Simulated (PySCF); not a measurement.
CH₇NSi₂, SMILES [SiH2]1CN[SiH2]1. Atoms are numbered in the order given.

```xyz
11

C     -1.2477    -0.7647     0.0000
N     -1.1361     0.7023     0.0000
Si     0.5416     1.1898     0.0000
Si     0.6504    -1.1501     0.0000
H     -1.7671    -1.1659    -0.8914
H     -1.7671    -1.1659     0.8914
H     -1.9886     1.2542     0.0000
H      1.0003     1.9675     1.1961
H      1.0003     1.9675    -1.1961
H      1.1366    -1.8704     1.2130
H      1.1366    -1.8704    -1.2130
```

Geometry optimised at B3LYP-D3(BJ)/def2-SVP. The structure was generated by enumeration, and PubChem lists no compound with its InChIKey, so it may never have been made.

All values below come from TDDFT-PBE0/def2-SVPD (PySCF).

Vertical excitations.  State labels are in the subgroup Cs.

Computed UV-visible absorptions:
```tsv
state	symmetry	energy (eV)	λ (nm)	f	main pairs
S1	A"	5.18	239	0.002	HOMO→LUMO 95 %
S2	A"	5.57	223	0.000	HOMO→LUMO+1 95 %
S3	A'	6.11	203	0.006	HOMO→LUMO+2 94 %
S4	A'	6.26	198	0.106	HOMO−1→LUMO 67 %, HOMO−1→LUMO+1 25 %
S5	A"	6.28	198	0.007	HOMO→LUMO+3 97 %
S6	A'	6.61	188	0.186	HOMO−1→LUMO+1 69 %, HOMO−1→LUMO 25 %
S7	A"	6.89	180	0.026	HOMO−1→LUMO+2 90 %
S8	A"	7.00	177	0.003	HOMO→LUMO+4 89 %
S9	A'	7.10	175	0.011	HOMO−1→LUMO+3 98 %
S10	A"	7.26	171	0.027	HOMO→LUMO+5 96 %
T1	A"	4.91	253	0	HOMO→LUMO 86 %
T2	A'	5.42	229	0	HOMO−1→LUMO 90 %
T3	A"	5.45	227	0	HOMO→LUMO+1 87 %
T4	A'	5.60	221	0	HOMO→LUMO+2 94 %
```
Triplets are in the Tamm–Dancoff approximation, which puts them higher than full response would, so one can lie above its singlet here.
